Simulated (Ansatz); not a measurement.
This geometry of ClHOZn + H3P (8 atoms, charge 0, multiplicity 1) is a first-order saddle point.

Method: RKS PBE0-D4/def2-SVP (Ansatz 0.2.0).

```xyz
8
Properties=species:S:1:pos:R:3
Zn 0.457 0.009 0.061
O -0.169 0.373 1.812
H -0.740 -0.215 2.325
Cl 0.093 -0.585 -1.942
P 2.714 0.534 1.345
H 2.806 -0.637 0.520
H 2.496 1.420 0.237
H 1.164 0.411 1.935
```

Which two structures does it join? (They come from a converged band through this point; their orientation in space is the band's.)

Bonds broken: P5–H8. Bonds formed: Zn1–P5, O2–H8. ClHOZn + H3P becomes ClH4OPZn.

First end point:

```xyz
8
Properties=species:S:1:pos:R:3
Zn 0.118 -0.176 0.246
O -0.321 -0.071 1.969
H -1.261 -0.125 2.166
Cl 0.395 -0.357 -1.841
P 2.991 0.670 1.124
H 2.722 -0.637 0.608
H 2.328 1.321 0.037
H 1.848 0.683 1.985
```

Last end point:

```xyz
8
Properties=species:S:1:pos:R:3
Zn 0.966 0.293 0.214
O -0.142 -0.247 1.971
H -1.005 -0.319 1.526
Cl -0.884 -0.032 -0.904
P 3.130 0.955 0.550
H 3.511 -0.350 1.003
H 3.504 0.679 -0.803
H -0.259 0.329 2.737
```

How far does it lie above each of them?

10.8 kcal/mol above the first and 32.6 kcal/mol above the second. This is the barrier of this one path; another mechanism may lie lower. The orbitals stay closed-shell, which can raise the energy where a bond breaks towards radicals; this wasn't checked here.

Run time: 18 min on 2 threads of Arm Neoverse N1, with other jobs on the host, peak memory 0.25 GiB.
